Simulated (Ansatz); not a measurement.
A nudged elastic band was laid between two geometries of BCl₂H₆NSi (11 atoms, charge 0, multiplicity 1).

Computed with RKS revPBE-D4/6-31G* in Ansatz 0.2.0.

```yaml
movable_images: 9
climbing_image: yes
spring: 5.0 eV/Å²
optimiser: quadratic models (default)
start_path: through a guess of the saddle point
force_threshold: 0.05 eV/Å
iteration_limit: 60
end_points: relaxed
```

Image 0:

```xyz
11
Properties=species:S:1:pos:R:3
B 0.017 -0.282 0.249
Cl -0.118 1.075 1.517
H 1.164 -0.551 -0.026
Cl -1.036 -0.018 -1.257
N -0.629 -1.595 1.002
H -0.819 -2.306 0.279
Si 0.487 -2.275 2.320
H 1.067 -3.511 1.715
H 1.517 -1.263 2.652
H -0.385 -2.612 3.487
H -1.548 -1.311 1.376
```

Image 10:

```xyz
11
Properties=species:S:1:pos:R:3
B 0.274 -0.847 -0.242
Cl -1.654 0.866 2.563
H 1.386 -0.412 -0.126
Cl -0.661 -0.449 -1.701
N -0.315 -1.645 0.780
H -1.242 -2.033 0.571
Si 0.582 -2.379 2.148
H 0.969 -3.789 1.820
H 1.794 -1.537 2.362
H -0.307 -2.380 3.350
H -1.108 -0.047 1.789
```

(1) What changes between the two ends?

(2) Give the energies along the band, and the barrier.

(3) What is the geometry of the highest image?

(4) What are the harmonic wavenumbers there?

## Answers

(1) Bonds broken: B1–Cl2, N5–H11. Bonds formed: Cl2–H11. BCl2H6NSi becomes BClH5NSi + ClH.

(2) The run converged. The highest image is number 6 of 0 to 10, 28.6 kcal/mol above the first end and 14.1 kcal/mol above the last; the last end lies 14.5 kcal/mol above the first. A vibrational analysis at the climbing image gives one clearly imaginary mode, 960i cm⁻¹: a first-order saddle point. The orbitals stay closed-shell, which can raise the energy where a bond breaks towards radicals; this wasn't checked here.

```
image  path coordinate (Å)  energy (kcal/mol)  B1–Cl2 (Å)  N5–H11 (Å)  Cl2–H11 (Å)
    0                 0.00                0.0        1.86        1.03         2.79
    1                 0.54               -0.1        1.86        1.03         2.76
    2                 1.09               -0.1        1.86        1.03         2.70
    3                 1.63                0.5        1.86        1.03         2.62
    4                 2.18                1.8        1.88        1.03         2.43
    5                 2.72               12.7        2.08        1.07         1.94
    6                 3.27               28.6        2.57        1.31         1.58
    7                 3.94               17.5        3.13        1.88         1.33
    8                 4.60               15.1        3.59        2.05         1.31
    9                 5.27               14.6        3.79        2.05         1.31
   10                 5.94               14.5        3.81        2.05         1.32
```

(3) 
```xyz
11
Properties=species:S:1:pos:R:3
B 0.052 -0.673 0.003
Cl -0.834 1.247 1.458
H 1.201 -0.353 0.075
Cl -0.800 -0.652 -1.543
N -0.558 -1.483 1.131
H -1.439 -1.946 0.872
Si 0.541 -2.441 2.211
H 1.308 -3.441 1.404
H 1.453 -1.460 2.860
H -0.338 -3.132 3.203
H -0.870 -0.318 1.640
```

(4) 960i, 79, 93, 107, 164, 273, 323, 415, 594, 635, 699, 775, 813, 838, 898, 912, 923, 1028, 1089, 1205, 1258, 1332, 2214, 2231, 2260, 2684, 3427 cm⁻¹.

The run took 9.7 min on 2 threads of Arm Neoverse V1 (shared host), peak memory 0.15 GiB.
